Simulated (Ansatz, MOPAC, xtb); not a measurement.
## How methods differ on CH3Cl3Si (methyltrichlorosilane)

CH3Cl3Si, singlet, SMILES `C[Si](Cl)(Cl)Cl`. Each level relaxes the structure for itself.

Each level gives the zero-point energy at each level's own minimum (kJ/mol). The values are calculated.

| level | kind | program | value (kJ/mol) |
| --- | --- | --- | --- |
| MNDO | semi-empirical | MOPAC | 115.9 |
| PM6-D3 | semi-empirical | MOPAC | 97.6 |
| PM6-DH+ | semi-empirical | MOPAC | 97.6 |
| GFN2-xTB | semi-empirical | xtb | 108.6 |
| HF/STO-3G | Hartree–Fock | Ansatz | 134.5 |
| HF/3-21G | Hartree–Fock | Ansatz | 118.6 |
| HF/6-31G* (Cartesian functions) | Hartree–Fock | Ansatz | 119.5 |
| PBE/def2-SVP | GGA | Ansatz | 108.4 |
| PBE0-D4/def2-TZVP | global hybrid | Ansatz | 111.7 |
| B3LYP/6-31G* (Cartesian functions) | global hybrid | Ansatz | 112.5 |

Harmonic and unscaled. The values span 97.6 to 134.5 kJ/mol. Without the sets that lack polarisation functions the rows with a basis span only 108.4 to 119.5 kJ/mol.
